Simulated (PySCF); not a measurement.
# TeF from Hartree–Fock to correlated methods

State: ²Π (doublet), unpaired electrons π ↑. Set-up: PySCF, scalar-relativistic core potentials, basis sets Te def2-TZVPP with ECP28, F def2-TZVPP. De refers to Te + F in their high-spin ground configurations, without counterpoise correction. The functionals are run spin-unrestricted. A positive dipole means Te(−)F(+).

| Level | Re (Å) | ωe (cm⁻¹) | De (eV) | μ (D) | CPU s a point (SCF and correlation, without the integrals) |
| --- | --- | --- | --- | --- | --- |
| UHF | 1.875 | 680 | 1.49 | -2.35 | 0.68 |
| UHF-MP2 | 1.905 | 635 | 3.51 | n/a | 1.1 |
| UHF-SCS-MP2 | 1.908 | 628 | 3.39 | n/a | n/a |
| UHF-CCSD | 1.898 | 644 | 3.12 | n/a | n/a |
| UHF-CCSD(T) | 1.906 | 629 | 3.29 | n/a | 41 |
| PBE | 1.935 | 593 | 3.96 | -2.01 | 0.74 |
| BLYP | 1.952 | 574 | 3.88 | -2.14 | 0.65 |
| TPSS | 1.927 | 605 | 3.78 | -1.98 | 1 |
| r²SCAN | 1.912 | 621 | 3.59 | -1.99 | 0.99 |
| PBE0 | 1.904 | 633 | 3.49 | -2.09 | 1.6 |
| B97-3 | 1.913 | 621 | 3.51 | -2.18 | 0.87 |
| ωB97X | 1.908 | 634 | 3.71 | -2.22 | 3 |
| B2PLYP | 1.916 | 619 | 3.52 | -2.41 | 1.2 |

Problem. Which functional lies closest to UHF-CCSD(T) in De, which farthest, and by how much do they differ from it?

Solution. Closest is PBE0 (-0.2 pm in Re, +0.6 % in ωe, +0.20 eV in De against UHF-CCSD(T) in the same basis), farthest PBE (+2.9 pm in Re, -5.7 % in ωe, +0.67 eV in De). CCSD(T) converges more slowly with the basis than the functionals do and binds too weakly in this one, so the order can change at the basis-set limit.

Problem. What does the step from GGA to meta-GGA do here, going from PBE to r²SCAN?

Solution. r²SCAN less PBE: -2.3 pm in Re, +4.7 % in ωe, -0.37 eV in De. 

Problem. What does the triples do here, going from UHF-CCSD to UHF-CCSD(T)?

Solution. UHF-CCSD(T) less UHF-CCSD: +0.8 pm in Re, -2.3 % in ωe, +0.17 eV in De. Correlation nearly always deepens the well. The bond lengthens, as in strong covalent bonds, where excitations into antibonding orbitals dominate.

Correlated steps freeze 5 core orbitals. These are scalar-relativistic numbers at best; spin–orbit coupling would shift them, the dissociation energy most. B2PLYP dipoles, levels and charges come from its SCF part alone. The state was picked by a PBE0 search and need not be the measured ground state.

The whole job (state search and all levels along the bond) took about 8.1 min on 1 thread of Intel Xeon Platinum 8488C (shared host), peak memory 1.8 GiB.
